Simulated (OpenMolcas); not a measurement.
## V4+: effect of the metal basis

V4+ with its 6 nearest fluoride ions at 1.86 Å, on the Ge site of Cs2GeF6 (a = 9.021 Å, distance in the model lattice 1.804 Å). The rest of the host is ab initio model potentials to 7.6 Å and point charges beyond; the distance is set by hand and nothing relaxes.

| Property | Result |
| --- | --- |
| Program | OpenMolcas 26.06 |
| Method | SS-CASPT2, IPEA 0.25 Eh, imaginary shift 0.1 Eh (closed shells correlated: 3s 3p and the ligand valence shells) |
| Spin-orbit coupling | RASSI with atomic mean-field integrals over the reference wave functions |

Fixed: ligand basis ANO-RCC-VDZP, active space 1 electron in 5 orbitals (3d), DKH2 Hamiltonian.

States (labels of O, the rotations of Oh). Energies in cm-1 above the lowest state or level, χT in cm3 K/mol; under a threefold ground state the first gap can be a small split of the lowest multiplet, not the spin-orbit step; 10Dq is the gap between the two states.

```json
{"Run": "A", "Metal basis": "ANO-RCC-VDZP", "Ground state": "2T2", "First state of that spin": "2E 24340", "10Dq": "24335", "First gap with spin-orbit (degeneracies)": "330 (4, 2)", "χT at 300 K": "0.364", "Cost": "roughly 7 core-seconds"}
{"Run": "B", "Metal basis": "ANO-RCC-VTZP", "Ground state": "2T2", "First state of that spin": "2E 23470", "10Dq": "23466", "First gap with spin-orbit (degeneracies)": "330 (4, 2)", "χT at 300 K": "0.363", "Cost": "roughly 19 core-seconds"}
```

Against A, |10Dq| changes by -3.6 % in B.

Costs are those of the CASPT2 steps.

Roots that are degenerate in the reference are averaged as groups; the widest CASPT2 spread within a group is 13 cm-1 (the 2-fold group of multiplicity 2 near 23500 cm-1 above the lowest state of its run, B). Shifts and gaps below about the spread of the groups concerned are not significant. Over all roots computed the reference weight is 0.71 to 0.72 in A, 0.71 in B; a low but even weight reflects the number of correlated electrons. An orbital triplet at a regular site is open to Jahn-Teller coupling, which can distort the site and quench the lowest spin-orbit gaps and is left out. Ligand-to-metal charge-transfer states are missing. With one d shell and no ligand orbital active, 10Dq can be off by a tenth or more. The least metal-like active orbital is 81 % on the metal (Löwdin) and no ligand orbital is active, so the numbers are rough (holds for A). The least metal-like active orbital is 82 % on the metal (Löwdin) and no ligand orbital is active, so the numbers are rough (holds for B). No measured value stands beside these numbers; the geometry was set by hand and not optimised.
